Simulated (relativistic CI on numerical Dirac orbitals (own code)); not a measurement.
# Te XIX: sensitivity of the levels to the model

Base calculation: Dirac-Coulomb-Breit CI, KLI orbitals optimised for each configuration, model QED (radiative potential, 1s self-energy scaled to tabulated hydrogen-like ionisation energies), unscaled Slater integrals.

CI space (outside the closed core [Ar] 3d10): 4s²4p⁴, 4s4p⁵, 4p⁶, 4s²4p³4d, 4s4p⁴4d, 4s²4p³4f, 4s4p⁴4f, 4p⁵4d, 4s4p³4d², 4s²4p²4d4f, 4s²4p³5s, 4p⁵4f, 4s²4p³5p, 4p⁵5s, 4s4p³4d5s, 4s4p⁴5s, 4s²4p³5d, 4p⁴4d4f, 4s²4p²4f5s, 4s4p⁴5p, 4s4p³4f², 4s²4p³5f, 4s²4p³5g, 4s4p⁴5d, 4s²4p³6s, 4s²4p³6p, 4s4p³5s², 4s²4p²4d², 4s²4p4d³, 4s4p²4d³, 4s²4p4d²4f, 4s4p²4d²4f, 4s²4p4d²5s, 4p⁴4d², 4p³4d³, 4p³4d²4f, 4p³4d²5s, 4s²4p²4d5s, 4s4p²4d²5s, 4s²4p4d4f5s, 4s4p²4d4f5s, 4s²4p4d5s², 4p⁴4d5s, 4p³4d4f5s, 4p³4d5s², 4s²4p²5s², 4s4p²4d5s², 4s²4p4f5s², 4s4p²4f5s². Double excitations out of closed p, d and f shells are left out; levels of such configurations are missing from the list, as are those of other unlisted configurations, and high levels can miss mixing partners. These lack a partner that the ground configuration has and come out too high: 4s²4p³5p, 4s²4p³5d, 4s4p⁴5p, 4s²4p³5f, 4s²4p³5g.

Variants: (1) one mean potential for all configurations. Shifts of the energy above 4s²4p⁴ ³P2, in cm⁻¹, for the lowest level and the first level of each name with at least 55 % of one term (blank where a level changes its place among those of its configuration and J or its character, or is not in the variant):

| Level | Base | Δ(1) |
| --- | --- | --- |
| 4s²4p⁴ ³P2 | 0 | 0 |
| 4s²4p⁴ ³P1 | 93750 | -7 |
| 4s²4p⁴ ¹D2 | 116600 | -14 |
| 4s4p⁵ ³P°2 | 467086 | -13 |
| 4s4p⁵ ³P°1 | 505738 | -21 |
| 4s4p⁵ ³P°0 | 563819 | -18 |
| 4s²4p³4d ⁵D°0 | 616283 | -74 |
| 4s²4p³4d ⁵D°1 | 625534 | -61 |
| 4s²4p³4d ⁵D°4 | 630752 | -76 |
| 4s²4p³4d ³D°1 | 689370 | -71 |
| 4s²4p³4d ¹S°0 | 694460 | -70 |
| 4s²4p³4d ³F°3 | 702718 | -78 |
| 4s²4p³4d ³D°3 | 710553 | -72 |
| 4s²4p³4d ³G°4 | 717336 | -79 |

At this charge energies of transitions that change n are usually good to better than 1 %, and those within a shell (Δn = 0) to a few per cent.

Ionisation energy from the two ground configurations alone: base 522.901 eV. The NIST ASD value (theoretical) is 522 eV.

LS names give the leading component of a level, which can be under half, so a name can repeat, a term be missing and a line seem to break the LS rules.
